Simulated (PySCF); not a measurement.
(F2Al-mu-SH)2.
Geometry (PBE0-D3(BJ)/def2-SVP, Å), atoms numbered from 1 in this order:
```xyz
10
Al2F4H2S2 angstrom
Al    -1.1257   -0.5903   -0.8902
F     -1.9160   -1.9433   -0.3464
F     -1.4883    0.1603   -2.3244
S      1.1685   -1.0523   -0.7885
Al     1.1484    0.5748    0.8947
F      1.9505    1.9266    0.3650
F      1.4951   -0.1893    2.3257
S     -1.1434    1.0479    0.7819
H      1.0251   -2.0939    0.0665
H     -0.9897    2.0826   -0.0798
```

Theory: PBE0-D3(BJ)/def2-SVP geometry optimisation, gas phase (PySCF).

Task: Which atoms are bound to Al1, and at what distances?

Result: 4 atoms: F2 1.659 Å, F3 1.659 Å, S8 2.341 Å, S4 2.342 Å. The nearest atom not counted as bound is H9, at 2.79 Å (others tie with it).

Task: List the angles at Al1.

Result: 
```tsv
angle	degrees	distance of the outer atoms (Å)
F2–Al1–F3	123.3	2.92
F3–Al1–S4	109.9	3.30
F2–Al1–S8	109.5	3.29
F3–Al1–S8	107.4	3.25
F2–Al1–S4	106.9	3.24
S4–Al1–S8	96.6	3.50
```

Task: Describe the arrangement about Al1 in numbers.

Result: Angles from 96.6° to 123.3°; τ4 = (360° − α − β)/141° = 0.90 with α and β the two widest (0 for a square, 1 for a tetrahedron). Differences among atoms that C2h makes equivalent are scatter left by the optimiser.

Task: What are the other bond lengths?

Result: S4–H9, S8–H10 1.355 Å.

Task: Give some angles away from the centre.

Result: Al1–S4–Al5 83.4°.

Task: What are the rotational constants (commonest isotopes, rigid rotor)?

Result: A = 1373, B = 709.6, C = 669.7 MHz: an asymmetric top.

Point group: C2h (tolerance 0.08 Å). Charge 0, singlet. Whether it is a minimum is left open (no frequencies).

One conformer stands for the species.
